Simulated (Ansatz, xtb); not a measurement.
## C5H8OSe: 9 structures ranked

9 gas-phase structures of C5H8OSe, from a drawn sample of its isomers (lower ones may exist). Each was relaxed with GFN2-xTB; where two conformers were screened, the lower at r2SCAN-D4/def2-SVP is listed:

A. `C[Se]C1=COCC1`, a singlet
B. `CO[C@@H]1[Se]C=C1C`, a singlet
C. `O=C1CC[Se]CC1`, a singlet
D. `CCC(=C=O)[Se]C`, a singlet
E. `CO[C@@H]1CC=C[Se]1`, a singlet
F. `COC1=C(C)[Se]C1`, a singlet
G. `C[C@@H]1CC(=O)C[Se]1`, a singlet
H. `C=C([Se]C)C(C)=O`, a singlet
I. `C=C1CO[C@H](C)[Se]1`, a singlet

Problem. Which do you expect lowest at r2SCAN-D4/def2-SVP, and how would the others follow?

Solution. Calculated order at r2SCAN-D4/def2-SVP: G (0.0), C (3.4), D (89.9), H (91.4), I (94.7), E (106.5), A (107.6), F (161.5), B (168.2) kJ/mol. Less than 1 kcal/mol parts G and C; D and H; H and I; E and A, so the order within those pairs means little.

Energies above the lowest of each column, in kJ/mol; the last columns are at B3LYP/def2-SVP geometries and were run for some of them only (a dash: not run or not comparable):

| structure | GFN2-xTB | HF/STO-3G | r2SCAN-D4/def2-SVP | B3LYP/def2-SVP | CCSD(T)/def2-SVP + ΔMP2/def2-TZVPP |
| --- | --- | --- | --- | --- | --- |
| G | 0.0 | 2.6 | 0.0 | 1.1 | 0.0 |
| C | 8.2 | 0.0 | 3.4 | 0.0 | 1.7 |
| D | 94.0 | 192.3 | 89.9 | 74.0 | 90.9 |
| H | 116.8 | 193.5 | 91.4 | – | – |
| I | 57.1 | 83.0 | 94.7 | – | – |
| E | 61.5 | 88.5 | 106.5 | – | – |
| A | 57.0 | 61.1 | 107.6 | – | – |
| F | 101.8 | 159.1 | 161.5 | – | – |
| B | 108.9 | 184.1 | 168.2 | – | – |

CCSD(T)/def2-SVP + ΔMP2/def2-TZVPP has C and G within 1 kcal/mol of each other at the bottom, and every level picks one of them. Flexible structures stand in one conformer each, not always the lowest. Frequencies (GFN2-xTB) were run for C, D, G alone. ΔMP2 is the change of the MP2 energy from the smaller to the larger basis.

Over these structures GFN2-xTB departs from r2SCAN-D4/def2-SVP by 29.1 kJ/mol on average once a common shift is removed. A GFN2-xTB relaxation took about 0.17 s and the r2SCAN-D4/def2-SVP energy about 2.8 s on a shared host (Ansatz 0.2.0, xtb 6.7.1).
